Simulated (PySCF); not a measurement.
## Cr: interval between two levels

Cr [Ar] 3d5 4s1 [7S3, M_J = 3] → Cr [Ar] 3d4 4s1 4p1 [7F6, M_J = 6], as a difference of total energies. Calculation: PySCF 2.14, in x2c-SVPall-2c with one added diffuse shell each of s, d type (6s5p4d1f, 48 functions); the two-component X2C-1e Hamiltonian. Correlated levels: [Ne] frozen; the 6 highest virtual spinors dropped. "Screened" scales the spin-orbit matrix elements by Boettger's factors to mimic the two-electron term; Breit and QED terms are absent.

**Question.** Order these methods by the interval between two levels they give, lowest first.
A. GHF (screened spin-orbit)
B. GMP2 (screened spin-orbit)
C. GMP2 (spin-free)
D. GHF (spin-free)

**Answer.** D (23184 cm⁻¹), A (23634 cm⁻¹), C (29602 cm⁻¹), B (30056 cm⁻¹).

Errors of the correlated levels include the incompleteness of this basis and the frozen core.

The labels give the starting determinants; with spin-orbit coupling the two ends relaxed to ⟨J²⟩ = 12.00, ⟨L²⟩ = 0.00, ⟨S²⟩ = 12.00 and ⟨J²⟩ = 42.01, ⟨L²⟩ = 12.02, ⟨S²⟩ = 12.00.

For comparison: 25771 cm⁻¹ (measured; NIST Handbook of Basic Atomic Spectroscopic Data (Sansonetti and Martin, J. Phys. Chem. Ref. Data 34, 1559 (2005))).
